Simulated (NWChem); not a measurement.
System: C4H4F2; SMILES CC#CC(F)F

Excerpt of the output:

```
             Northwest Computational Chemistry Package (NWChem) 7.3.0
             --------------------------------------------------------

 C1  symmetry detected

                             Geometry "geometry" -> ""
                             -------------------------

 Output coordinates in angstroms (scale by  1.889725989 to convert to a.u.)

  No.       Tag          Charge          X              Y              Z
 ---- ---------------- ---------- -------------- -------------- --------------
    1 C                    6.0000    -0.00000298     2.97325751    -0.13551504
    2 C                    6.0000     0.00001759     1.52964617     0.03309000
    3 C                    6.0000     0.00000462     0.31308886     0.15974158
    4 C                    6.0000    -0.00000383    -1.13496925     0.37365424
    5 F                    9.0000     1.10729286    -1.71128051    -0.19408377
    6 F                    9.0000    -1.10729469    -1.71127313    -0.19408252
    7 H                    1.0000     0.89379632     3.30825001    -0.70166921
    8 H                    1.0000     0.00446495     3.49405614     0.84439211
    9 H                    1.0000    -0.89834050     3.30909766    -0.69393409
   10 H                    1.0000     0.00000333    -1.39456081     1.45888307

 Effective nuclear repulsion energy (a.u.)     209.8975342847

                                 NWChem DFT Module
                                 -----------------

 Summary of "ao basis" -> "ao basis" (spherical)
 ------------------------------------------------------------------------------
       Tag                 Description            Shells   Functions and Types
 ---------------- ------------------------------  ------  ---------------------
 C                          def2-svp                 6       14   3s2p1d
 F                          def2-svp                 6       14   3s2p1d
 H                          def2-svp                 3        5   2s1p

            General Information
            -------------------
          SCF calculation type: DFT
          Wavefunction type:  closed shell.
          No. of atoms     :    10
          No. of electrons :    46
           Alpha electrons :    23
            Beta electrons :    23
          Charge           :     0
          Spin multiplicity:     1
          Use of symmetry is: off; symmetry adaption is: off
          Maximum number of iterations: 150
          AO basis - number of functions:   104
                     number of shells:    48
          Convergence on energy requested:  1.00D-06
          Convergence on density requested:  1.00D-05
          Convergence on gradient requested:  5.00D-04

              XC Information
              --------------
                         B3LYP Method XC Potential
                     Hartree-Fock (Exact) Exchange  0.200
                        Slater Exchange Functional  0.800 local
                    Becke 1988 Exchange Functional  0.720 non-local
              Lee-Yang-Parr Correlation Functional  0.810
                  VWN I RPA Correlation Functional  0.190 local

             Grid Information
             ----------------
          Grid used for XC integration:  medium
          Radial quadrature: Mura-Knowles
          Angular quadrature: Lebedev.
          Tag              B.-S. Rad. Rad. Pts. Rad. Cut. Ang. Pts.
          ---              ---------- --------- --------- ---------
          C                   0.70       49          12.0       434
          F                   0.50       49          13.0       434
          H                   0.35       45          12.0       434
          Grid pruning is: on
          Number of quadrature shells:   474
          Spatial weights used:  Erf1

      Superposition of Atomic Density Guess
      -------------------------------------

 Sum of atomic energies:        -351.08138089

      Non-variational initial energy
      ------------------------------

 Total energy =    -353.741137
 1-e energy   =    -898.624052
 2-e energy   =     334.985381
 HOMO         =      -0.317878
 LUMO         =       0.035138

   convergence    iter        energy       DeltaE   RMS-Dens  Diis-err
 ---------------- ----- ----------------- --------- --------- ---------
 d= 0,ls=0.0,diis     1   -354.0448080827 -5.64D+02  1.89D-02  1.16D+00
 d= 0,ls=0.0,diis     2   -353.9966798466  4.81D-02  8.65D-03  2.01D+00
 d= 0,ls=0.0,diis     3   -354.1737517825 -1.77D-01  2.69D-03  5.54D-02
 d= 0,ls=0.0,diis     4   -354.1739743800 -2.23D-04  1.37D-03  4.10D-02
 d= 0,ls=0.0,diis     5   -354.1785698678 -4.60D-03  4.84D-04  4.08D-03
  Resetting Diis
 d= 0,ls=0.0,diis     6   -354.1790380855 -4.68D-04  6.55D-05  4.96D-05
 d= 0,ls=0.0,diis     7   -354.1790441644 -6.08D-06  2.73D-05  2.92D-06
 d= 0,ls=0.0,diis     8   -354.1790440873  7.71D-08  1.40D-05  3.66D-06
 d= 0,ls=0.0,diis     9   -354.1790445746 -4.87D-07  2.43D-06  7.33D-08

         Total DFT energy =     -354.179044574594
      One electron energy =     -902.165306616870
           Coulomb energy =      382.095264654660
    Exchange-Corr. energy =      -44.006536897073
 Nuclear repulsion energy =      209.897534284690

 Numeric. integr. density =       46.000003715009

                       DFT Final Molecular Orbital Analysis
                       ------------------------------------

 Vector   21  Occ=2.000000D+00  E=-3.588924D-01
              MO Center=  3.4D-05, -1.4D+00,  1.8D-01, r^2= 2.0D+00
   Bfn.  Coefficient  Atom+Function         Bfn.  Coefficient  Atom+Function
  ----- ------------  ---------------      ----- ------------  ---------------
    36      0.340703   3 C  py               62      0.318389   5 F  pz
    76      0.318376   6 F  pz              100      0.291226  10 H  s
    61     -0.241657   5 F  py               75     -0.241651   6 F  py
    17     -0.227972   2 C  s                22      0.224386   2 C  py
    65     -0.216757   5 F  pz               79     -0.216747   6 F  pz

[...]
```

Level: B3LYP/def2-SVP, vertical spin-unrestricted ions. Structure relaxed at the PBE-D3(BJ)/def2-SVP level.

Reconstruct the input file.

One answer among several that fit: the input that was run:
```
start job
memory heap 200 mb stack 900 mb global 1100 mb
geometry units angstroms noautoz
  C      2.916205     0.595529     0.021462
  C      1.476754     0.399651    -0.023859
  C      0.266691     0.223515    -0.051715
  C     -1.185852     0.059067    -0.127257
  F     -1.763424     0.260694     1.100067
  F     -1.511956    -1.207901    -0.538344
  H      3.250662     0.856539     1.046957
  H      3.233733     1.413961    -0.657371
  H      3.453485    -0.326190    -0.284144
  H     -1.648699     0.778791    -0.843413
end
basis spherical
  * library def2-svp
end
dft
  xc b3lyp
  iterations 150
  vectors input atomic output neutral.movecs
end
task dft energy
charge 1
dft
  odft
  mult 2
  vectors input atomic output cation.movecs
end
task dft energy
```
